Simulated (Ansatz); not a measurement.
Species: sum formula H₄BN₂O (charge 0, doublet). It need not be the lowest isomer of its formula. 
Coordinates optimised at B3LYP-D3(BJ)/def2-TZVP (Ansatz, a first-principles code):
```xyz
8

N      1.3412    -0.6311     0.0398
B      0.0271     0.0041     0.0042
N     -1.1715    -0.7220     0.1589
O     -0.0551     1.3534    -0.2691
H      1.5759    -1.0922     0.9198
H     -2.0629    -0.3170    -0.0731
H     -1.2010    -1.7076     0.3466
H      0.8057     1.7413    -0.4526
```
Charge 0, spin multiplicity 2.

Total electronic energies in hartree. Correlated levels leave the core frozen unless marked. UHF or UKS for open shells. Spin-orbit coupling is left out. No relativistic terms. CBS(X,Y): correlation extrapolated as X^-3; Hartree-Fock from the larger set. [CCSD(T)-MP2]/basis is that difference in the basis named.

```tsv
level	program	energy (Eh)
HF/6-31G	Ansatz	-210.76995
HF/cc-pVDZ	Ansatz	-210.87560
revPBE-D4/def2-TZVPD	Ansatz + dftd4	-212.07980
r2SCANh-D4/def2-TZVPD	Ansatz + dftd4	-212.01139
HSE06-D3(BJ)/def2-TZVPD	Ansatz + dftd3	-211.88227
CAM-B3LYP/def2-TZVPD	Ansatz	-212.04880
LC-wPBE/def2-TZVPD	Ansatz	-211.99926
B2PLYP/def2-TZVPD	Ansatz	-211.97276
RPA@PBE/cc-pVQZ	Ansatz	-212.17098
RI-MP2/cc-pVQZ	Ansatz	-211.73512
SCS-MP2/STO-3G	Ansatz	-208.24798
CCSD/6-31G	Ansatz	-211.15426
CCSD/cc-pVDZ	Ansatz	-211.47825
CCSD(T)/STO-3G	Ansatz	-208.28304
CCSD(T)/aug-cc-pVDZ	Ansatz	-211.55074
CCSD(T)/cc-pVDZ	Ansatz	-211.49297
CCSD(T)/cc-pVTZ	Ansatz	-211.71880
CCSD(T)/aug-cc-pVQZ	Ansatz	-211.79195
CCSD(T)/cc-pVQZ	Ansatz	-211.78525
CCSD(T) with core electrons/cc-pwCVTZ	Ansatz	-211.93287
RI-MP2/CBS(aug-cc-pVTZ,aug-cc-pVQZ)+[CCSD(T)-MP2]/aug-cc-pVDZ	Ansatz	-211.8293
CCSD(T)/CBS(aug-cc-pVTZ,aug-cc-pVQZ)	Ansatz	-211.8222
CCSD(T)/CBS(cc-pVTZ,cc-pVQZ)	Ansatz	-211.8217
```

Totals of different functionals don't rank their quality; only differences between species are comparable.
